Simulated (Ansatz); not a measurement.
Mulliken charges of `C#[C][GeH2][Cl]` from PBE/def2-TZVPP in Ansatz (PBE0-D4/def2-TZVP geometry).

```json
{"atom": "C1", "x (Å)": "1.207", "y (Å)": "-1.478", "z (Å)": "0.742", "charge (e)": "-0.155"}
{"atom": "C2", "x (Å)": "0.533", "y (Å)": "-0.574", "z (Å)": "0.319", "charge (e)": "-0.159"}
{"atom": "Ge3", "x (Å)": "-0.509", "y (Å)": "0.860", "z (Å)": "-0.338", "charge (e)": "0.347"}
{"atom": "Cl4", "x (Å)": "-2.237", "y (Å)": "0.031", "z (Å)": "-1.313", "charge (e)": "-0.281"}
{"atom": "H5", "x (Å)": "1.800", "y (Å)": "-2.281", "z (Å)": "1.116", "charge (e)": "0.205"}
{"atom": "H6", "x (Å)": "-1.008", "y (Å)": "1.727", "z (Å)": "0.818", "charge (e)": "0.021"}
{"atom": "H7", "x (Å)": "0.275", "y (Å)": "1.647", "z (Å)": "-1.390", "charge (e)": "0.021"}
```

Task: By hand: the dipole of these point charges (1 e Å = 4.8032 D).

Result: Σ q r = (0.534, 0.213, 0.303) e Å, of length 0.650 e Å = 3.12 D.

Task: How does the dipole of the full density compare? (Estimate.)

Result: Ansatz gave: (0.331, 0.083, 0.189) e Å, 1.87 D; the point charges give 1.67 times that, at 7° from its direction.

Point charges leave out the atoms' own dipoles, such as those of lone pairs, and Mulliken's split depends on the basis, so the two needn't agree.
